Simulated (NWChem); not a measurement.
# phosphorus nitride (PN); SMILES N#P

Results from NWChem. The geometry was optimised at PBE0-D3(BJ)/def2-TZVP. Level: PBE/def2-SVP with SMD (1 M gas to 1 M solution), gas-phase geometry. Reactions with the solvent are ignored.

Q: What does the run give for solvent ethanol? Quantities: solvation free energy (kcal/mol); cavity-dispersion-structure term (kcal/mol); dipole in solution (D).

A: 
| Property | Value |
|---|---|
| solvation free energy (kcal/mol) | -1.9 |
| cavity-dispersion-structure term (kcal/mol) | 2.1 |
| dipole in solution (D) | 3.19 |
